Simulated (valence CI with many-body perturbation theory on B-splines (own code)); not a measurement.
**Sensitivity of CI+MBPT for Gd XLII**

Calculated by valence CI with perturbative core correlation (CI+MBPT): five valence electrons over a frozen Dirac-Fock core [Ar], radial functions for each j: 6 s, 6 p, 5 d, 5 f, 1 g, with the one-electron correlation potential Σ1, the two-electron term Σ2, the three-electron term Σ3, Breit, model QED; selected CI, second order for the rest, scaled by the run's own slope (own B-spline code, finite nucleus).

The last digits are not significant, and no measured levels were compared; by estimate large intervals hold to a few tenths of a per cent, small ones and those within an open d or f shell to about a per cent. Among the levels kept, up to 400 cm⁻¹ of a level comes from second order outside the variational space, and about a tenth of that is noise between levels of different J, which matters for small intervals. Only levels of the ground parity were solved; by the run's estimate the other parity begins above the list, which can be wrong where configurations are misplaced.

The reference run has the lowest level (3d3/2^4 3d5/2) J=5/2 and an ionisation energy of 3159.84 eV. Its largest variational space holds 10000 state functions.

Levels are named by their leading jj configuration (3d3/2^4 stands for four electrons in 3d with j = 3/2), which in mixed levels can hold well under half, so a name can repeat and another be missing. Letters in brackets count levels of one name in rising energy.

Changed runs:
A. scale of Σ1 1 → 0; scale of Σ2 1 → 0; three-electron term on → off
B. cutoff of virtual states (hartree) 8192 → 7080
C. size limit of the variational space 10000 → 1500; orbitals per symmetry with explicit Σ2 and valence Breit (the others get mean screening factors) 5 → 7; second order for the rest on → off
D. correlating orbitals by l 3 3 3 3 1 → 0 0 0 0 0 (bad on purpose)

Excitation energies of the reference run in cm⁻¹, and shifts in cm⁻¹:

| Level | Reference | A | B | C | D |
| --- | --- | --- | --- | --- | --- |
| (3d3/2^3 3d5/2^2) J=5/2 [a] | 204228 | -6347 | -0.9 | +1240 | -1152 |
| (3d3/2^3 3d5/2^2) J=7/2 [a] | 286437 | -3947 | -0.9 | +1354 | +102 |
| (3d3/2^3 3d5/2^2) J=3/2 [a] | 295582 | -1548 | -0.9 | +27 | +468 |
| (3d3/2^3 3d5/2^2) J=11/2 | 297404 | -5845 | -0.9 | -152 | -191 |
| (3d3/2^3 3d5/2^2) J=9/2 | 328603 | -4140 | -0.9 | +3563 | +435 |
| (3d3/2^3 3d5/2^2) J=5/2 [b] | 346947 | -2043 | -1.0 | +2244 | +803 |
| (3d3/2^3 3d5/2^2) J=1/2 | 361090 | -804 | -1.0 | -2958 | +1031 |
| (3d3/2^3 3d5/2^2) J=7/2 [b] | 383447 | +289 | -0.9 | +1867 | +1514 |
| (3d3/2^3 3d5/2^2) J=3/2 [b] | 472444 | -515 | -1.1 | +629 | +2810 |
| (3d3/2^2 3d5/2^3) J=5/2 [a] | 487421 | -7996 | -1.8 | +1448 | -564 |
| (3d3/2^2 3d5/2^3) J=7/2 [a] | 537595 | -7555 | -1.9 | +493 | -514 |
| (3d3/2^2 3d5/2^3) J=11/2 | 543801 | -10694 | -1.8 | +2021 | -928 |
| Ionisation energy (eV) | 3159.84 | -12.83 | -0.00038 | -0.84 | -0.43 |
